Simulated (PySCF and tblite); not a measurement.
Values are calculated unless marked as measured or tabulated.
System: C₇H₉B, numbered as in [BH2:1][C:2]1=[CH:3][CH2:4][CH:5]=[CH:6][CH:7]=[CH:8]1.

Motion: inversion of the 7-membered ring (2–3–4–5–6–7–8). GFN2-xTB gives an electronic barrier of 9.3 kcal/mol.

CAM-B3LYP/pcSseg-1 + D3(BJ), IEF-PCM dimethylsulfoxide on GFN2-xTB geometries gives 6.2 kcal/mol and k(298 K) = 1.2×10⁸ s⁻¹.

Task: What does PBE0/6-31++G** + D3(BJ) give on GFN2-xTB geometries?

Result: A barrier of 8.8 kcal/mol, 2.5 above the first DFT barrier (from unrounded values) and, with GFN2-xTB thermal terms, ΔG‡(298 K) = 8.9 kcal/mol and k = 1.7×10⁶ s⁻¹ (1 equivalent path).

Task: At the first level the ¹H lines of H on C4 [a] / H on C4 [b] span 309 Hz and merge at 141 K (100 MHz). What does the second level predict?

Result: A span of 264 Hz and merging at 195 K.

Programs: tblite and PySCF.
